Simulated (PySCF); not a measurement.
Cl3Ge, SMILES [Cl][Ge]([Cl])[Cl] (connectivity only; charge and spin as stated), charge +1, multiplicity 1.

Geometry optimised at PBE-D3(BJ)/def2-SVP. The spin state was assumed, not searched. The isomer is the one that the SMILES or the coordinates give; other isomers of the formula were not compared.

These are PBE-D3(BJ)/def2-SVP (PySCF) values and carry that method's errors.

Frequencies are harmonic and unscaled.

Modes within 1.5 cm⁻¹ of each other (mostly degenerate sets) share a row, with their intensities summed.

Q: Estimate the vibrational spectrum. (The exact figures need the calculation; the answer reports its results.)

A: 
```json
[
 {"mode": "1–3", "ν (cm⁻¹)": "135", "IR (km/mol)": "12.2", "moving atoms (share of kinetic energy)": "Cl 83 %, Ge 17 %"},
 {"mode": "4", "ν (cm⁻¹)": "399", "IR (km/mol)": "0.0", "moving atoms (share of kinetic energy)": "Cl 100 %"},
 {"mode": "5–6", "ν (cm⁻¹)": "518", "IR (km/mol)": "113.6", "moving atoms (share of kinetic energy)": "Cl 57 %, Ge 43 %"}
]
```
